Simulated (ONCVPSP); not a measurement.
**Bi: one change to an ONCV potential, before and after**

```json
{
 "Element": "Bi",
 "Generator": "ONCVPSP 4.0.1",
 "Type": "optimised norm-conserving Vanderbilt (ONCV)",
 "Functional": "revPBE",
 "Relativity": "scalar-relativistic",
 "Frozen core": "[Xe] 4f14",
 "Valence charge": "15",
 "Reference configuration": "5d10 6s2 6p3",
 "Partial waves": "6s: rc 1.90 bohr, ncon 4, nbas 8, qcut 2.7 1/bohr, 2 projectors, debl 1.5 Ha; 6p: rc 2.25 bohr, ncon 4, nbas 7, qcut 3.3 1/bohr, 2 projectors, debl 3.1 Ha; 5d: rc 1.10 bohr, ncon 3, nbas 7, qcut 8.2 1/bohr, 3 projectors, debl 2.4 Ha",
 "Local potential": "polynomial inside 0.70 bohr (lpopt 2, dvloc0 0 Ha)",
 "Core correction": "Teter function, fcfact 2.75, rcfact 1.6"
}
```

All-electron outer shells of the reference configuration (revPBE, scalar-relativistic, ld1.x):

| shell | level (eV) | outermost node (bohr) | outermost maximum (bohr) |
| --- | --- | --- | --- |
| 4f | -152.53 | – | 0.34 |
| 5p | -95.82 | 0.48 | 0.86 |
| 5d | -27.05 | 0.51 | 1.03 |
| 6s | -14.41 | 0.98 | 1.88 |
| 6p | -4.51 | 1.14 | 2.47 |

Change: s: rc 2.12.

Cutoffs: the cutoffs (Ha) at which the residual kinetic energy of the hardest occupied pseudo-wave falls to 1 and 0.1 mHa per electron; they do not see the model core or the augmentation charge, which bear on the density cutoff. Errors are all-electron minus pseudo energies relative to the spin-unpolarised reference configuration.

Q: What does the change do?

A: The potential gets softer (38 Ha and 71 Ha → 32 Ha and 71 Ha); both files keep a bound ghost (p, s); the errors of the 4 common tests hardly move. A larger radius leaves more room for a smooth pseudo-wave, so fewer plane waves are needed.

| quantity | base | changed |
| --- | --- | --- |
| cutoff, loose | 38 Ha | 32 Ha |
| cutoff, tight | 71 Ha | 71 Ha |
| loose cutoff by channel | s 38 Ha, p 5.7 Ha, d 26 Ha | s 32 Ha, p 5.7 Ha, d 26 Ha |
| bound ghosts | s, p | s, p |
| GHOST(+) flags under 300 eV | s at 61.3 eV | s at 59.6 eV |
| error for 5d10 6s2 6p2, meV [ΔE 7.84 eV] | -4.4 | -4.6 |
| error for 5d10 6s2 6p1, meV [ΔE 22.99 eV] | -18 | -19 |
| error for 5d10 6s2 6p0, meV [ΔE 46.20 eV] | -55 | -57 |
| error for 5d9 6s2 6p3, meV [ΔE 33.29 eV] | -149 | -134 |
| p: phases at 2.28 bohr within 0.05 rad from the reference energy up to (Ha; the scan ends near 5) | 3.8 | 3.8 |
| d: phases at 1.12 bohr within 0.05 rad from the reference energy up to (Ha; the scan ends near 5) | to the end of the scan | to the end of the scan |
| rms error of d²Exc/dni dnj with the model core, mHa | 0.34 | 0.46 |

 A true bound ghost makes a file unfit for plane-wave use even where its test errors are small: the radial tests pick states by their node count and pass the ghost by.
